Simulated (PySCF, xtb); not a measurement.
C3H6F2Si, SMILES C/C(F)=C/[SiH2]F.

The structure is a stationary point at PBE0-D3(BJ)/def2-SVP. The structure was generated by enumeration; whether it is a known compound was not checked. Other conformers were not sampled.

These are IEF-PCM-B3LYP/def2-SVP run with PySCF values and carry that method's errors.

The values are the electrostatic part of the solvation free energy, E(continuum) − E(gas) at the gas-phase geometry, in a cavity of scaled van der Waals radii (PySCF's table); cavitation and dispersion terms are not included. In vacuum the orbital gap is 6.82 eV. The dipole moment in vacuum is 2.72 D.

Computed values in water (ε = 78.36), acetonitrile (ε = 35.69), toluene (ε = 2.37):
```tsv
solvent	ε	ΔG(elec) (kcal/mol)	dipole (D)	gap (eV)
water	78.36	-2.9	3.27	6.84
acetonitrile	35.69	-2.8	3.26	6.84
toluene	2.37	-1.4	3.00	6.83
```

For comparison, GFN2-xTB/ALPB(water) (xtb, at the GFN2-xTB geometry, all terms of that model) gives -1.3 kcal/mol.
